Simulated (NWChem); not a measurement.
All runs are NWChem calculations. System: ethylmethylamine (C3H9N), charge 0, spin multiplicity 1, at a geometry optimised with PBE0/def2-SVP. Level: G0W0@PBE/def2-TZVP, RI basis def2-tzvp-rifit.

The NWChem input:

```
start mol
memory heap 200 mb stack 700 mb global 1700 mb
geometry units angstroms nocenter noautoz noautosym
  C     -1.877165    -0.098972     0.251392
  C     -0.477342    -0.520350    -0.152014
  N      0.484453     0.526275     0.101746
  C      1.838670     0.184759    -0.249067
  H     -2.166903     0.825581    -0.270057
  H     -2.613049    -0.881751     0.014589
  H     -1.938213     0.093898     1.335516
  H     -0.216497    -1.480108     0.353763
  H     -0.458402    -0.744317    -1.234131
  H      0.435044     0.807303     1.078703
  H      2.518441     1.009889     0.012887
  H      1.918127     0.034169    -1.338927
  H      2.225309    -0.741220     0.233570
end
basis spherical
  * library def2-tzvp
end
basis "ri basis" bse spherical
  * library def2-tzvp-rifit
end
dft
  xc xpbe96 cpbe96
  iterations 100
  direct
  tolerances tight
end
task dft energy
gw
  method cdgw
  states alpha occ 4 vir 2
end
task dft gw
```

NWChem printed:

```
             Northwest Computational Chemistry Package (NWChem) 7.3.0
             --------------------------------------------------------

                                NWChem Input Module
                                -------------------

 Scaling coordinates for geometry "geometry" by  1.889725989
 (inverse scale =  0.529177249)

                             Geometry "geometry" -> ""
                             -------------------------

 Output coordinates in angstroms (scale by  1.889725989 to convert to a.u.)

  No.       Tag          Charge          X              Y              Z
 ---- ---------------- ---------- -------------- -------------- --------------
    1 C                    6.0000    -1.87716500    -0.09897200     0.25139200
    2 C                    6.0000    -0.47734200    -0.52035000    -0.15201400
    3 N                    7.0000     0.48445300     0.52627500     0.10174600
    4 C                    6.0000     1.83867000     0.18475900    -0.24906700
    5 H                    1.0000    -2.16690300     0.82558100    -0.27005700
    6 H                    1.0000    -2.61304900    -0.88175100     0.01458900
    7 H                    1.0000    -1.93821300     0.09389800     1.33551600
    8 H                    1.0000    -0.21649700    -1.48010800     0.35376300
    9 H                    1.0000    -0.45840200    -0.74431700    -1.23413100
   10 H                    1.0000     0.43504400     0.80730300     1.07870300
   11 H                    1.0000     2.51844100     1.00988900     0.01288700
   12 H                    1.0000     1.91812700     0.03416900    -1.33892700
   13 H                    1.0000     2.22530900    -0.74122000     0.23357000

 Effective nuclear repulsion energy (a.u.)     133.2714971395

            Nuclear Dipole moment (a.u.)
            ----------------------------
        X                 Y               Z
 ---------------- ---------------- ----------------
     0.0000113384    -0.0000170075     0.0000018897


 Summary of "ao basis" -> "" (spherical)
 ------------------------------------------------------------------------------
       Tag                 Description            Shells   Functions and Types
 ---------------- ------------------------------  ------  ---------------------
 *                         def2-tzvp                  on all atoms

 new library libraries.bse/

 Summary of "ri basis" -> "" (spherical)
 ------------------------------------------------------------------------------
       Tag                 Description            Shells   Functions and Types
 ---------------- ------------------------------  ------  ---------------------
 *                      def2-tzvp-rifit               on all atoms

  pbe96 is a nonlocal functional; adding pw91lda local functional.

                                 NWChem DFT Module
                                 -----------------

 Summary of "ao basis" -> "ao basis" (spherical)
 ------------------------------------------------------------------------------
       Tag                 Description            Shells   Functions and Types
 ---------------- ------------------------------  ------  ---------------------
 C                         def2-tzvp                11       31   5s3p2d1f
 N                         def2-tzvp                11       31   5s3p2d1f
 H                         def2-tzvp                 4        6   3s1p

 Summary of "ao basis" -> "ao basis" (spherical)
 ------------------------------------------------------------------------------
[...]
   Bfn.  Coefficient  Atom+Function         Bfn.  Coefficient  Atom+Function
  ----- ------------  ---------------      ----- ------------  ---------------
    69      0.297475   3 N  py               75      0.264782   3 N  py
    72      0.254548   3 N  py               70     -0.219013   3 N  pz
   145      0.209187   8 H  s               175      0.195953  13 H  s
    73     -0.174900   3 N  pz               67      0.154539   3 N  s
    66      0.142528   3 N  s               144      0.135090   8 H  s

 Vector   18  Occ=0.000000D+00  E= 1.456927D-02
              MO Center=  6.7D-02, -7.3D-02,  6.4D-01, r^2= 7.2D+00
   Bfn.  Coefficient  Atom+Function         Bfn.  Coefficient  Atom+Function
  ----- ------------  ---------------      ----- ------------  ---------------
     5      1.964137   1 C  s                36      1.651116   2 C  s
    98      1.425931   4 C  s               145     -1.048350   8 H  s
   139     -1.026138   7 H  s               157     -1.009942  10 H  s
   151     -0.928250   9 H  s               175     -0.758389  13 H  s
   133     -0.721758   6 H  s               127     -0.704219   5 H  s

 Vector   19  Occ=0.000000D+00  E= 4.015800D-02
              MO Center=  6.4D-02, -8.4D-02,  4.6D-02, r^2= 1.1D+01
   Bfn.  Coefficient  Atom+Function         Bfn.  Coefficient  Atom+Function
  ----- ------------  ---------------      ----- ------------  ---------------
     5      4.246018   1 C  s                98     -3.601525   4 C  s
   139     -1.399762   7 H  s               169      1.397704  12 H  s
   175      1.347544  13 H  s               133     -1.304178   6 H  s
   163      1.188477  11 H  s               127     -1.144546   5 H  s
    43      1.036331   2 C  px               36     -0.743389   2 C  s

 Vector   20  Occ=0.000000D+00  E= 4.774557D-02
              MO Center=  7.8D-02, -1.0D-01, -1.7D-01, r^2= 7.4D+00
   Bfn.  Coefficient  Atom+Function         Bfn.  Coefficient  Atom+Function
  ----- ------------  ---------------      ----- ------------  ---------------
    36      2.385044   2 C  s               151     -1.718834   9 H  s
    67     -1.575887   3 N  s               157      1.322956  10 H  s
    98      0.874753   4 C  s               169     -0.875944  12 H  s
   145     -0.855999   8 H  s               133     -0.636454   6 H  s
   175     -0.413991  13 H  s                76     -0.384601   3 N  pz

 center of mass
 --------------
 x =   0.00944727 y =   0.03422001 z =  -0.00589065

 moments of inertia (a.u.)
 ------------------
          80.748830395243         -54.190338789405          45.422734325100
         -54.190338789405         458.183993836571          -6.458435133022
          45.422734325100          -6.458435133022         478.285547796953

     Multipole analysis of the density
     ---------------------------------

     L   x y z        total         alpha         beta         nuclear
     -   - - -        -----         -----         ----         -------
     0   0 0 0     -0.000000    -17.000000    -17.000000     34.000000

     1   1 0 0      0.060900      0.030444      0.030444      0.000011
     1   0 1 0     -0.179943     -0.089963     -0.089963     -0.000017
     1   0 0 1      0.247215      0.123606      0.123606      0.000002

     2   2 0 0    -20.249129   -144.283945   -144.283945    268.318761
     2   1 1 0      0.551515    -15.317981    -15.317981     31.187477
     2   1 0 1      0.234649     14.219031     14.219031    -28.203413
     2   0 2 0    -21.870258    -29.257782    -29.257782     36.645305
     2   0 1 1      0.933170     -1.985984     -1.985984      4.905137
     2   0 0 2    -19.727578    -23.216945    -23.216945     26.706312

 Task  times  cpu:       90.0s     wall:       90.0s

                                NWChem Input Module
                                -------------------

                                 NWChem GW Module
                                 ----------------

                             ***********************
                             ***        GW       ***
                             ***********************

 Summary of "ri basis" -> "ri basis" (spherical)
 ------------------------------------------------------------------------------
       Tag                 Description            Shells   Functions and Types
 ---------------- ------------------------------  ------  ---------------------
 C                      def2-tzvp-rifit             22       76   8s6p4d3f1g
 N                      def2-tzvp-rifit             22       76   8s6p4d3f1g
 H                      def2-tzvp-rifit              7       15   4s2p1d

                 Memory Information
                 ------------------
          Available GA per process is          1699.8 MBs
          Available stack per process is        700.0 MBs
          Available heap per process is           0.9 MBs

          Peak memory in Initialization
              Peak GA per process is                 13.1 MBs
              Peak stack per process is               0.4 MBs
              Peak heap per process is               13.5 MBs
              Memory not in MA per process            0.0 MBs

          Peak memory in CDGW Calculation
              Peak GA per process is                 16.2 MBs
              Peak stack per process is               3.0 MBs
              Peak heap per process is                3.5 MBs
              Memory not in MA per process            0.0 MBs

          Computing 2-center integrals
          Computing Inverse Cholesky factor
          Computing 3-center integrals
          Computing Vxc

          Computing Sigma_x
          Computing W(iw) on the imaginary grid
          Solving quasiparticle equations

                  Alpha Orbitals
          State     Energy (eV)     Error (eV)
          -----------------------------------
@GW        14        -12.233           0.002
@GW        15        -11.888           0.003
@GW        16        -11.851           0.003
@GW        17         -8.158           0.003
@GW        18          2.809           0.005
@GW        19          3.491           0.005

     GW Timing Statistics
   ------------------------
   Init.   :          0.1s
     ERIs  :          4.4s
     Distr.:          0.0s
     Vxc   :          2.2s
   Vmo     :          0.0s
   iW      :          5.2s
   I_n     :          0.0s
   R_n     :          0.9s
   GW total:         12.9s

 Task  times  cpu:       12.9s     wall:       12.9s

 Total times  cpu:      102.9s     wall:      102.9s
```
